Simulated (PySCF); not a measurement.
C4H9NSi2.
InChI=1S/C4H9NSi2/c6-7-5-3-1-2-4-5/h1-4H,7H2,6H3

A linear-response calculation (PySCF, def2-SVPD basis, gas phase, vertical, core orbitals frozen in the response) gave these numbers; the functional is withheld.

Orbital energies (eV): HOMO-3 -11.14, HOMO-2 -10.04, HOMO-1 -8.29, HOMO -7.51, LUMO 0.76, LUMO+1 1.05, LUMO+2 1.16.

```tsv
state	E (eV)	f	main configurations (H = HOMO, L = LUMO)
S1	5.62	0.0011	H→L (82%), H→L+1 (14%)
S2	6.09	0.045	H→L+4 (36%), H→L+3 (24%), H→L+1 (23%)
S3	6.20	0.0071	H-1→L (82%), H-1→L+1 (8%)
S4	6.25	0.0054	H→L+2 (47%), H→L+3 (10%), H→L+5 (9%)
S5	6.32	0.039	H→L+4 (32%), H→L+1 (21%), H→L+2 (16%)
S6	6.51	0.081	H-1→L+4 (21%), H→L+1 (19%), H→L+3 (10%)
```

Triplets (Tamm–Dancoff): T1 4.15 eV, H→L+4 (64%), H→L+3 (11%); T2 5.23 eV, H-1→L+4 (44%), H→L+13 (10%), H-1→L+3 (8%); T3 5.57 eV, H→L (78%), H→L+1 (14%); T4 5.82 eV, H-1→L (44%), H-2→L (13%), H-1→L+4 (9%).

Vertical ionisation energy by ΔSCF with the same functional: 8.18 eV. Mean static polarisability: 109.3 au.

Question: Name the functional.
A. PBE
B. HF
C. PBE0
D. CAM-B3LYP

Answer: D. CAM-B3LYP is range-separated, 19% exact exchange at short range and 65% at long range (ω = 0.33 bohr⁻¹). In this run −ε(HOMO) = 7.51 eV differs from the ΔSCF value by -0.67 eV, and S1 differs from the orbital gap of 8.26 eV by -2.65 eV. The ratio −ε(HOMO)/IP is 0.92. Usual ranges for neutral molecules in this basis: 0.85 to 0.93 with CAM-B3LYP, 0.5 to 0.7 with PBE, 0.7 to 0.83 with PBE0; Hartree–Fock can't fall below 1, since the ion's relaxation only lowers the ΔSCF value. The other options: PBE, a GGA without exact exchange; HF, time-dependent Hartree–Fock, 100% exact exchange; PBE0, a global hybrid with 25% exact exchange.

Theory: TDDFT CAM-B3LYP/def2-SVPD, vertical, gas phase, core orbitals frozen in the response (PySCF 2.14.0, density-fitted response routines). One conformer (not necessarily the lowest) at the PBE0-D3(BJ)/def2-SVP geometry, without solvent, vibrations or thermal averaging.

Time: 2.3 min of wall time. Hardware: one thread, Arm Neoverse V2 (shared host).

Conformer computed: `[SiH3:1][SiH2:2][n:3]1[cH:4][cH:5][cH:6][cH:7]1`: Si1–Si2–N3–C4 -130°.
